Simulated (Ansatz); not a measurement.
Reaction (ligand exchange at a B–N bond): `CN(C)B(F)S` + CH₃NH₂ → `CNB(F)S` + `CNC`

Computed with Ansatz on PBE0-D4/def2-TZVP structures; ΔE is electronic, products minus reactants. CCSD(T)/CBS is the MP2 limit (def2-TZVPP, def2-QZVPP) plus CCSD(T) − MP2 in def2-TZVPP, frozen cores. DFT in def2-TZVPP. B3LYP here is the variant with VWN-RPA as its local correlation; programs differ in this. One conformer a species, not always the lowest.

```csv
level,ΔE (kJ/mol),difference from CCSD(T)/CBS
PBE-D4,3.7,-2.2
r2SCAN-D4,3.1,-2.8
PBE0-D4,3.3,-2.6
B3LYP-D4,3.3,-2.6
ωB97X-V,3.0,-2.9
ωB97M-V,3.6,-2.3
B2PLYP,1.7,-4.2
PBE,0.5,-5.4
r2SCAN,2.2,-3.7
PBE0,0.4,-5.5
B3LYP,-1.7,-7.6
HF/def2-TZVPP,-5.5,-11.4
MP2/def2-TZVPP,7.4,1.5
SCS-MP2/def2-TZVPP,5.2,-0.7
CCSD/def2-TZVPP,3.9,-2.0
CCSD(T)/def2-TZVPP,5.8,-0.1
HF/def2-QZVPP,-5.4,-11.3
MP2/def2-QZVPP,7.5,1.6
SCS-MP2/def2-QZVPP,5.2,-0.7
HF/CBS(def2),-5.4,-11.3
MP2/CBS(def2),7.5,1.6
CCSD/CBS(def2),4.0,-1.9
CCSD(T)/CBS,5.9,0
```

Largest T1 diagnostic among the species: 0.012.

The D4 term adds +5.1 kJ/mol with B3LYP and +2.9 kJ/mol with PBE0; it sums over pairs of atoms, weighted by their polarisabilities, and B3LYP, whose exchange is more repulsive, gets the larger term. In def2-TZVPP, CCSD(T) changes the Hartree–Fock value by +11.2 kJ/mol (the triples alone add +1.9 kJ/mol) and MP2 by +12.9 kJ/mol.
